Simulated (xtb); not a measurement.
C2H3N, charge -1, doublet, at a GFN2-xTB geometry (a state made from the parent by changing its charge; the spin is typed, not shown lowest); GFN2-xTB (xtb).

xtb was given this input:
```
$ xtb mol.xyz --gfn 2 --chrg -1 --uhf 1 --json

# file mol.xyz
6

C     -1.14762513     0.02603731     0.00494983
C      0.34331707    -0.39971770     0.11496049
N      1.35031630     0.27156055    -0.09560609
H     -1.65947905    -0.62089377    -0.72103085
H     -1.64071404    -0.11653138     0.97659776
H     -1.32617261     1.07858365    -0.30578618
```

It wrote (shortened):

```
   ID    Z sym.   atoms
    1    6 C      1, 2
    2    7 N      3
    3    1 H      4-6

           -------------------------------------------------
          |                Calculation Setup                |
           -------------------------------------------------

           -------------------------------------------------
          |                 G F N 2 - x T B                 |
           -------------------------------------------------

          ...................................................
          :                      SETUP                      :
          :.................................................:
          :  # basis functions                  15          :
          :  # atomic orbitals                  15          :
          :  # shells                            9          :
          :  # electrons                        17          :
          :  max. iterations                   250          :
          :  Hamiltonian                  GFN2-xTB          :
          :  restarted?                      false          :
          :  GBSA solvation                  false          :
          :  PC potential                    false          :
          :  electronic temp.          300.0000000     K    :
          :  accuracy                    1.0000000          :
          :  -> integral cutoff          0.2500000E+02      :
          :  -> integral neglect         0.1000000E-07      :
          :  -> SCF convergence          0.1000000E-05 Eh   :
          :  -> wf. convergence          0.1000000E-03 e    :
          :  Broyden damping             0.4000000          :
          :  net charge                         -1          :
          :  unpaired electrons                  1          :
          ...................................................

 iter      E             dE          RMSdq      gap      omega  full diag
   1     -8.8476132 -0.884761E+01  0.470E+00    1.63       0.0  T
   2     -8.8735071 -0.258938E-01  0.272E+00    1.75       1.0  T
   3     -8.8711737  0.233335E-02  0.158E+00    1.64       1.0  T
   4     -8.8729305 -0.175675E-02  0.106E+00    1.69       1.0  T
   5     -8.8774237 -0.449324E-02  0.169E-01    1.66       1.0  T
   6     -8.8774159  0.782205E-05  0.531E-02    1.67       1.0  T
   7     -8.8774318 -0.159062E-04  0.909E-03    1.67       4.5  T
   8     -8.8774319 -0.731246E-07  0.136E-03    1.67      30.1  T
   9     -8.8774319  0.237240E-08  0.807E-04    1.67      50.6  T
  10     -8.8774319 -0.349869E-08  0.112E-04    1.67     364.5  T

   *** convergence criteria satisfied after 10 iterations ***

         :::::::::::::::::::::::::::::::::::::::::::::::::::::
         ::                     SUMMARY                     ::
         :::::::::::::::::::::::::::::::::::::::::::::::::::::
         :: total energy              -8.763269208146 Eh    ::
         :: gradient norm              0.000066534802 Eh/a0 ::
         :: HOMO-LUMO gap              1.668586723272 eV    ::
         ::.................................................::
         :: SCC energy                -8.877431772038 Eh    ::
         :: -> isotropic ES            0.169028194443 Eh    ::
         :: -> anisotropic ES          0.010241318095 Eh    ::
         :: -> anisotropic XC          0.009467089103 Eh    ::
         :: -> dispersion             -0.002534810658 Eh    ::
         :: repulsion energy           0.114162563893 Eh    ::
         :: add. restraining           0.000000000000 Eh    ::
         :: total charge              -1.000000000000 e     ::
         :::::::::::::::::::::::::::::::::::::::::::::::::::::

           -------------------------------------------------
          |                Property Printout                |
           -------------------------------------------------

    * Orbital Energies and Occupations

         #    Occupation            Energy/Eh            Energy/eV
      -------------------------------------------------------------
         1        2.0000           -0.3773890             -10.2693
         2        2.0000           -0.3069832              -8.3534
         3        2.0000           -0.2746606              -7.4739
         4        2.0000           -0.2710605              -7.3759
         5        2.0000           -0.2380928              -6.4788
         6        2.0000           -0.1424702              -3.8768
         7        2.0000           -0.1254768              -3.4144
         8        2.0000           -0.0847165              -2.3053
         9        1.0000            0.0373614               1.0167 (HOMO)
        10                          0.0986808               2.6852 (LUMO)
        11                          0.3437422               9.3537
        12                          0.3826777              10.4132
        13                          0.4013658              10.9217
        14                          0.4042446              11.0001
        15                          0.9456520              25.7325
      -------------------------------------------------------------
                  HL-Gap            0.0613194 Eh            1.6686 eV
             Fermi-level            0.0221717 Eh            0.6033 eV

     #   Z          covCN         q      C6AA      α(0)
     1   6 C        3.741    -0.056    21.660     6.640
     2   6 C        1.882    -0.151    35.417     9.612
     3   7 N        0.911    -0.607    36.799     8.773
     4   1 H        0.923    -0.060     4.353     3.263
     5   1 H        0.923    -0.060     4.353     3.263
     6   1 H        0.921    -0.065     4.487     3.313

 Mol. C6AA /au·bohr⁶  :        525.567292
 Mol. C8AA /au·bohr⁸  :      11497.693043
 Mol. α(0) /au        :         34.863769

Wiberg/Mayer (AO) data.
largest (>0.10) Wiberg bond orders for each atom

 ---------------------------------------------------------------------------
     #   Z sym  total        # sym  WBO       # sym  WBO       # sym  WBO
 ---------------------------------------------------------------------------
     1   6 C    3.924 --     4 H    0.981     5 H    0.981     6 H    0.968
                             2 C    0.925
     2   6 C    3.412 --     3 N    2.468     1 C    0.925
     3   7 N    2.575 --     2 C    2.468
     4   1 H    0.996 --     1 C    0.981
     5   1 H    0.996 --     1 C    0.981
     6   1 H    0.995 --     1 C    0.968
 ---------------------------------------------------------------------------

Topologies differ in total number of bonds
Writing topology from bond orders to xtbtopo.mol

molecular dipole:
                 x           y           z       tot (Debye)
 q only:       -0.986      -0.249       0.085
   full:       -1.672      -0.111       0.051       4.262
molecular quadrupole (traceless):
                xx          xy          yy          xz          yz          zz
 q only:       -5.377      -0.967       2.511       0.379       0.129       2.867
  q+dip:       -5.556      -0.888       2.470       0.360       0.213       3.086
   full:       -6.206      -1.239       2.305       0.482       0.537       3.902

           -------------------------------------------------
          | TOTAL ENERGY               -8.763269208146 Eh   |
          | GRADIENT NORM               0.000066534802 Eh/α |
          | HOMO-LUMO GAP               1.668586723272 eV   |
           -------------------------------------------------

normal termination of xtb
```
